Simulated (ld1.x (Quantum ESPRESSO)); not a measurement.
**aluminium: excitation energies, all-electron against TM**

Al, norm-conserving Troullier–Martins (Kleinman–Bylander form), made with ld1.x (Quantum ESPRESSO) 7.5 (PBE, fully relativistic). Core [Ne], reference 3s1.75 3p1.25. Waves: 3s (bound): rc 1.95 bohr; 3p (bound): rc 2.90 bohr. Local part: all-electron potential smoothed inside 1.75 bohr (lloc = -2). Core correction: none.

Open shells are filled in proportion to 2j + 1 (rel_dist='average').

Energies are relative to the spin-unpolarised reference configuration 3s1.75 3p1.25; without spin polarisation the order of configurations can differ from experiment.

| valence configuration | charge | ΔE all-electron (eV) | error AE − PS (meV) |
| --- | --- | --- | --- |
| 3s2 3p1 | 0 | -1.267 | +0.4 |
| 3s2 3p0 | +1 | 4.495 | -2.1 |
| 3s1 3p0 | +2 | 23.720 | +17 |
| 3s2 3p1.3 | -0.3 | -1.841 | +0.4 |
| 3s1 3p2 | 0 | 3.872 | +4.3 |

(1) What are ΔE and the potential's error for 3s1 3p1?

(2) What are ΔE and the potential's error for 3s0 3p3?

Levels in the configuration 3s2 3p1.3:

```json
{"level": "3s j=1/2", "all-electron (eV)": "-5.997", "pseudo (eV)": "-5.999"}
{"level": "3p j=1/2", "all-electron (eV)": "-1.164", "pseudo (eV)": "-1.163"}
{"level": "3p j=3/2", "all-electron (eV)": "-1.149", "pseudo (eV)": "-1.149"}
```

Results:

(1) ΔE = 10.305 eV all-electron; the error (AE − PS) is +7.4 meV.

(2) ΔE = 9.184 eV all-electron; the error (AE − PS) is +25 meV.
